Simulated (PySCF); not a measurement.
IRb, charge +1, doublet, geometry from GFN2-xTB (such geometries of metal compounds can be far from the true shape) (a state made from the parent by changing its charge; the spin is typed, not shown lowest) (all electrons, no relativity); M062X/STO-3G (PySCF).

Input for PySCF:
```python
from pyscf import gto, scf, dft

mol = gto.Mole()
mol.atom = '''
    Rb   -0.000000   -0.000000   -2.216129
    I     0.000000    0.000000    1.547109
'''
mol.basis = 'sto-3g'
mol.charge = 1
mol.spin = 1
mol.verbose = 4
mol.build()

mf = dft.UKS(mol)
mf.xc = 'm062x'
mf.kernel()
```

Q: Predict the main parts of the log of this PySCF run.

A: 
```
PySCF version 2.14.0

[INPUT] verbose = 4
[INPUT] num. atoms = 2
[INPUT] num. electrons = 89
[INPUT] charge = 1
[INPUT] spin (= nelec alpha-beta = 2S) = 1
[INPUT] symmetry False subgroup None
[INPUT] Mole.unit = angstrom
[INPUT] Symbol           X                Y                Z      unit          X                Y                Z       unit  Magmom
[INPUT]  1 Rb     0.000000000000   0.000000000000  -2.216129000000 AA    0.000000000000   0.000000000000  -4.187876866706 Bohr   0.0
[INPUT]  2 I      0.000000000000   0.000000000000   1.547109000000 AA    0.000000000000   0.000000000000   2.923612294850 Bohr   0.0

nuclear repulsion = 275.750965156634
number of shells = 21
number of NR pGTOs = 147
number of NR cGTOs = 49
basis = sto-3g
ecp = {}

******** <class 'pyscf.dft.uks.UKS'> ********
method = UKS
initial guess = minao
damping factor = 0
level_shift factor = 0
DIIS = <class 'pyscf.scf.diis.CDIIS'>
diis_start_cycle = 1
diis_space = 8
diis_damp = 0
SCF conv_tol = 1e-09
SCF conv_tol_grad = None
SCF max_cycles = 50
direct_scf = True
direct_scf_tol = 1e-13
number electrons alpha = 45  beta = 44
XC library pyscf.dft.libxc version 7.1.2
    S. Lehtola, C. Steigemann, M. J. T. Oliveira, and M. A. L. Marques,  SoftwareX 7, 1–5 (2018)
XC functionals = m062x
    Y. Zhao and D. G. Truhlar,  Theor. Chem. Acc. 120, 215 (2008)
    Y. Zhao and D. G. Truhlar,  Theor. Chem. Acc. 120, 215 (2008)
radial grids:
    Treutler-Ahlrichs [JCP 102, 346 (1995); DOI:10.1063/1.469408] (M4) radial grids

becke partition: Becke, JCP 88, 2547 (1988); DOI:10.1063/1.454033
pruning grids: <function nwchem_prune>
grids dens level: 3
symmetrized grids: False
atomic radii adjust function: <function treutler_atomic_radii_adjust>
small_rho_cutoff = 0
Set gradient conv threshold to 3.16228e-05
tot grids = 43872
init E= -9735.7258317647

cycle= 1 E= -9762.11766983762  delta_E= -26.4  |g|= 0.16  |ddm|= 1.39
cycle= 2 E= -9762.12927580387  delta_E= -0.0116  |g|= 0.0306  |ddm|= 0.281
cycle= 3 E= -9762.12995874122  delta_E= -0.000683  |g|= 0.0045  |ddm|= 0.0691
cycle= 4 E= -9762.12997684247  delta_E= -1.81e-05  |g|= 0.000294  |ddm|= 0.0111
cycle= 5 E= -9762.12997708055  delta_E= -2.38e-07  |g|= 3.11e-05  |ddm|= 0.00196
cycle= 6 E= -9762.12997708833  delta_E= -7.78e-09  |g|= 2.18e-05  |ddm|= 0.000297
cycle= 7 E= -9762.12997709556  delta_E= -7.23e-09  |g|= 2.17e-05  |ddm|= 0.000289
cycle= 8 E= -9762.12997710197  delta_E= -6.42e-09  |g|= 2.17e-05  |ddm|= 0.000257
cycle= 9 E= -9762.12997710442  delta_E= -2.44e-09  |g|= 2.17e-05  |ddm|= 9.89e-05
cycle= 10 E= -9762.12997710579  delta_E= -1.37e-09  |g|= 2.17e-05  |ddm|= 5.5e-05
cycle= 11 E= -9762.12997701508  delta_E= 9.07e-08  |g|= 2.16e-05  |ddm|= 0.00364
cycle= 12 E= -9762.1299722215  delta_E= 4.79e-06  |g|= 0.000294  |ddm|= 0.259
cycle= 13 E= -9762.12997170849  delta_E= 5.13e-07  |g|= 0.000665  |ddm|= 0.12
cycle= 14 E= -9762.12997173941  delta_E= -3.09e-08  |g|= 0.000531  |ddm|= 0.0374
cycle= 15 E= -9762.12997180479  delta_E= -6.54e-08  |g|= 0.000465  |ddm|= 0.0204
cycle= 16 E= -9762.12997232209  delta_E= -5.17e-07  |g|= 0.000271  |ddm|= 0.0729
cycle= 17 E= -9762.12997180402  delta_E= 5.18e-07  |g|= 0.000466  |ddm|= 0.0729
cycle= 18 E= -9762.12997210945  delta_E= -3.05e-07  |g|= 0.00107  |ddm|= 0.152
cycle= 19 E= -9762.12997347386  delta_E= -1.36e-06  |g|= 9.82e-05  |ddm|= 0.308
cycle= 20 E= -9762.12997440831  delta_E= -9.34e-07  |g|= 1.85e-05  |ddm|= 0.0504
cycle= 21 E= -9762.12997338731  delta_E= 1.02e-06  |g|= 3.06e-05  |ddm|= 0.0558
cycle= 22 E= -9762.12997184805  delta_E= 1.54e-06  |g|= 0.000257  |ddm|= 0.222
cycle= 23 E= -9762.1299718096  delta_E= 3.85e-08  |g|= 2.61e-05  |ddm|= 0.0366
cycle= 24 E= -9762.12997180969  delta_E= -9.09e-11  |g|= 2.44e-07  |ddm|= 0.00119
Extra cycle  E= -9762.12997180971  delta_E= -2e-11  |g|= 2.69e-08  |ddm|= 3.44e-07
converged SCF energy = -9762.12997180971  <S^2> = 0.75016633  2S+1 = 2.0001663
```
